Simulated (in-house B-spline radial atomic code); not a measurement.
B97-1 excitations of Te⁶⁺

Method: B97-1. Computed with a B-spline radial code for spherical atoms: linear response of the closed shell [Kr] 4d10 with the functional's adiabatic kernel; scalar-relativistic (spin-free one-electron X2C), finite nucleus, no spin-orbit coupling, no double excitations, S, P, D and F terms only; shells from n = 2 respond. Only terms of natural parity with L up to 3 were computed.

Command:
```bash
python run_td.py task.json out
```
Settings (radii: box in bohr, nucleus in fm):
```
Z                        52
electrons                46
configuration            [Kr] 4d10
hamiltonian              x2c
method                   b97_1
box_radius               14.35
rms_radius               4.7423
intervals                70
```

Cost of the run: 2.5 s on 1 thread of Intel(R) Xeon(R) Platinum 8375C CPU @ 2.90GHz (Ice Lake), on a shared host.

The lowest states, in the order of their Tamm-Dancoff energies; the method's threshold (minus the highest occupied level) is 116.26 eV. Labels give the largest channel, * marks a mixed state, and oscillator strengths are full-response dipole values. Semilocal kernels can invert the small singlet-triplet splittings of Rydberg terms. Energies in eV:

```
     state  full response  Tamm-Dancoff  oscillator strength
4d → 5s 3D          37.02         37.04                    -
4d → 5s 1D          37.69         37.70                    -
4d → 5p 3P          50.25         50.27                    -
4d → 5p 3F          50.44         50.46                    -
4d → 5p 1F              ?             ?                    -
4d → 5p 1P          51.77         51.84                0.966
4d → 4f 3P              ?             ?                    -
4d → 5d 3S          68.84         68.87                    -
4d → 4f 3F          69.19         69.22                    -
4d → 5d 3D          69.55         69.56                    -
```

(1) Where does 4d → 4f 3P lie?

(2) Where does 4d → 5p 1F lie?

(3) How large is the singlet-triplet splitting of 4d → 5s (D terms) in Tamm-Dancoff?

(4) What polarisabilities and dispersion coefficient does the method give?

## Answers

(1) At 68.07 eV in full response, 68.11 eV in Tamm-Dancoff.

(2) At 50.73 eV in full response, 50.73 eV in Tamm-Dancoff.

(3) 0.662 eV, from the unrounded values.

(4) Dipole 1.335 bohr³, quadrupole 1.891 bohr⁵, C6 4.11 hartree·bohr⁶ for two such species.
